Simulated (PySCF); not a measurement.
**Molecular orbitals of TaF**

MN15 at R = 1.815 Å; basis Ta def2-TZVPPD with ECP60, F def2-TZVPPD; scalar-relativistic core potentials; PySCF 2.14. State: ³Σ⁻ (triplet), unpaired electrons δ ↑↑. Only the outer orbitals are listed, counted within each symmetry, core potentials removing the inner ones.

```tsv
spin	orbital	occ.	ε (eV)	on Ta (%)	main shells (%)
α	4σ	1	-32.91	13	87 F s
α	5σ	1	-14.90	14	82 F p, 10 Ta d
α	2π	1	-14.26	10	90 F p
α	2π	1	-14.26	10	90 F p
α	6σ	1	-7.15	95	78 Ta s, 14 Ta d
α	1δ	1	-6.54	100	100 Ta d
α	1δ	1	-6.54	100	100 Ta d
α	3π	0	-2.02	96	83 Ta d, 13 Ta p
α	3π	0	-2.02	96	83 Ta d, 13 Ta p
α	7σ	0	-1.41	93	47 Ta d, 39 Ta p
β	1π	1	-40.51	100	100 Ta p
β	1π	1	-40.51	100	100 Ta p
β	4σ	1	-32.94	13	87 F s
β	5σ	1	-14.96	15	82 F p, 10 Ta d
β	2π	1	-14.29	8	91 F p
β	2π	1	-14.29	8	91 F p
β	6σ	1	-6.07	102	93 Ta s
β	3π	0	-1.54	96	81 Ta d, 14 Ta p
β	3π	0	-1.54	96	81 Ta d, 14 Ta p
β	7σ	0	-1.48	84	60 Ta d, 27 Ta p, 8 F p
```

Which are the highest filled and the lowest empty level, where do they sit, and how wide is the gap?

Highest filled β 6σ at -6.07 eV (in %: 93 Ta s); lowest empty α 3π at -2.02 eV (in %: 83 Ta d, 13 Ta p); the gap at MN15 is 4.05 eV.

```
bond order (Mayer)                              : 1.31
⟨S²⟩                                            : 2.071
charge on Ta (Mulliken, basis-dependent)        : 0.25
charge on Ta (Löwdin, basis-dependent)          : 0.45
dipole moment (positive dipole means Ta(−)F(+)) : -1.16 D
```

Shares are Mulliken populations and can fall outside 0 to 100 %.

Spin–orbit coupling is left out. The state is the lowest single determinant that the PBE0 search found; with open d or f shells the true ground state can be another one.
